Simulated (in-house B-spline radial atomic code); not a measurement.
**Ionising the tungsten ion W⁸⁺ with different functionals**

Computed with a B-spline radial code for spherical atoms: scalar-relativistic (spin-free X2C) Hamiltonian, Fermi nucleus of rms radius 5.3658 fm, spin-polarised at highest spin, spherical fractional occupations for the functionals, and exact exchange of hybrids averaged over the configuration. The ionisation energy is the difference of two self-consistent energies, [Kr] 4d10 4f14 5s2 5p4 → [Kr] 4d10 4f14 5s2 5p3, without Breit or QED terms; ε is the level of the shell that loses the electron (its least bound occupied spin orbital). There is no spin-orbit coupling in this Hamiltonian.

| method | rung | ΔSCF (eV) | -ε(5p) (eV) |
| --- | --- | --- | --- |
| PBE0 | global hybrid | ? | ? |
| B3LYP | global hybrid | 160.96 | 153.73 |
| TPSSh | global hybrid | 160.59 | 152.62 |
| M06-2X | global hybrid | 159.11 | 155.40 |
| BHandHLYP | global hybrid | 160.34 | 156.03 |
| r2SCAN0 | global hybrid | 160.34 | 153.98 |
| B97-1 | global hybrid | 160.75 | 153.62 |
| HSE06 | range-separated hybrid | 160.59 | 153.48 |
| wB97X | range-separated hybrid | ? | ? |
| CAM-B3LYP | range-separated hybrid | 160.95 | 155.72 |
| LC-wPBE | range-separated hybrid | 160.89 | 157.08 |

Question: What does PBE0 give?

Answer: ΔSCF 160.58 eV, and -ε(5p) = 153.94 eV.

Question: What does wB97X give?

Answer: ΔSCF 160.67 eV, and -ε(5p) = 156.55 eV.

Question: Among the functionals, which spreads more, the ΔSCF values or the orbital energies?

Answer: The orbital energies: ΔSCF values span about 1.85 eV and the orbital energies 4.46 eV.

Question: How do they compare with the NIST value?

Answer: NIST lists 160 eV ± 1.2 (semi-empirical, ground level to ground level). Errors run from -1.09 to +0.76 eV; all lie within about twice that uncertainty, so the table can't rank the methods.
